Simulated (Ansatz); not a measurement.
`[NH2][AlH][OH]` + `NC1(F)O[SiH2]O1` → `[NH2][Al]([NH2])[OH]` + `FC1O[SiH2]O1`  (redistribution)

Calculated with Ansatz (gas phase, PBE0-D4/def2-TZVP geometries, no zero-point term in ΔE). CCSD(T)/CBS adds triple-zeta CCSD(T) − MP2 to the extrapolated MP2 energy (def2 sets, frozen cores). This one scheme is used for every species. Functionals use def2-TZVPP. B3LYP here is the variant with VWN-RPA as its local correlation; programs differ in this. Each species was taken in one conformer, which may not be the lowest.

`[NH2][AlH][OH]`:

Z-matrix (Å, degrees):
```
N
Al 1 1.760
H 1 1.006 2 124.4
H 1 1.007 2 125.1 3 -180.0
O 2 1.698 1 116.8 3 -180.0
H 2 1.579 1 120.8 3 -0.1
H 5 0.955 2 123.2 1 180.0
```

`NC1(F)O[SiH2]O1`:

```xyz
10

N    -1.394    0.016    1.059
C    -0.665   -0.032   -0.131
F    -1.546    0.008   -1.156
O     0.152   -1.169   -0.219
Si    1.446   -0.173   -0.588
O     0.299    1.009   -0.350
H    -0.787    0.029    1.866
H    -2.020    0.809    1.070
H     1.978   -0.303   -1.961
H     2.538   -0.194    0.410
```

`[NH2][Al]([NH2])[OH]`:

Cartesian coordinates in Å:
```
N -1.006 -0.984 0.978
Al 0.226 -0.136 0.045
N -0.172 1.293 -0.917
O 1.803 -0.763 0.121
H -1.978 -0.737 1.032
H -0.818 -1.799 1.538
H -1.090 1.699 -0.990
H 0.481 1.819 -1.471
H 2.553 -0.392 -0.335
```

`FC1O[SiH2]O1`:

Cartesian coordinates in Å:
```
F 0.098 1.862 0.980
C 0.541 0.896 0.150
O 0.653 -0.324 0.833
Si -0.515 -0.942 -0.193
O -0.427 0.605 -0.823
H 1.488 1.231 -0.280
H -1.801 -1.320 0.434
H -0.037 -2.006 -1.101
```

```json
{"level": "PBE-D4", "ΔE (kJ/mol)": "-91.9", "difference from CCSD(T)/CBS": "14.1"}
{"level": "PBE0-D4", "ΔE (kJ/mol)": "-94.6", "difference from CCSD(T)/CBS": "11.4"}
{"level": "B3LYP-D4", "ΔE (kJ/mol)": "-101.5", "difference from CCSD(T)/CBS": "4.5"}
{"level": "r2SCAN", "ΔE (kJ/mol)": "-97.7", "difference from CCSD(T)/CBS": "8.3"}
{"level": "PBE0", "ΔE (kJ/mol)": "-95.8", "difference from CCSD(T)/CBS": "10.2"}
{"level": "B3LYP", "ΔE (kJ/mol)": "-103.8", "difference from CCSD(T)/CBS": "2.2"}
{"level": "SCS-MP2/def2-TZVPP", "ΔE (kJ/mol)": "-106.5", "difference from CCSD(T)/CBS": "-0.5"}
{"level": "CCSD/def2-TZVPP", "ΔE (kJ/mol)": "-104.3", "difference from CCSD(T)/CBS": "1.7"}
{"level": "SCS-MP2/def2-QZVPP", "ΔE (kJ/mol)": "-109.7", "difference from CCSD(T)/CBS": "-3.7"}
{"level": "MP2/CBS(def2)", "ΔE (kJ/mol)": "-110.9", "difference from CCSD(T)/CBS": "-4.9"}
{"level": "CCSD(T)/CBS", "ΔE (kJ/mol)": "-106.0", "difference from CCSD(T)/CBS": "0"}
```

Largest T1 diagnostic among the species: 0.013.
